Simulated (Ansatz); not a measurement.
The lowest singlet and triplet of C2H4 (SMILES C=C); geometries from B3LYP-D3(BJ)/def2-TZVP, each state relaxed from the structure named, with no frequency check.
Singlet (charge 0, multiplicity 1):
```xyz
6

C     -0.662    -0.005    -0.018
C      0.662     0.005     0.018
H     -1.239     0.912    -0.008
H     -1.224    -0.930    -0.061
H      1.239    -0.912     0.008
H      1.224     0.930     0.061
```
Triplet (charge 0, multiplicity 3):
```xyz
6

C     -0.721    -0.005    -0.020
C      0.721     0.005     0.020
H     -1.280     0.662    -0.670
H     -1.306    -0.681     0.597
H      1.317    -0.624    -0.635
H      1.270     0.643     0.707
```

A positive gap puts the triplet lower; no zero-point energy. U- takes an unrestricted singlet (broken symmetry where lower, unprojected). The triplet is unrestricted in single-reference levels. Active spaces average the two states.

Cores are frozen in the correlated methods.

Programs: Ansatz (a first-principles code) with Gaussian orbitals. Each number belongs to the level named beside it.

### Question
Estimate the gap E(singlet) − E(triplet), adiabatic that U-B2PLYP/def2-TZVPP returns for this input.

### Answer
-66.2 kcal/mol

### Question
What gap E(singlet) − E(triplet), adiabatic does FIC-MRCISD+Q on SA-CASSCF(2,2)/cc-pVDZ give?

### Answer
-65.2 kcal/mol

### Question
Estimate the gap E(singlet) − E(triplet), adiabatic that U-HF/cc-pVDZ returns for this input.

### Answer
-43.1 kcal/mol
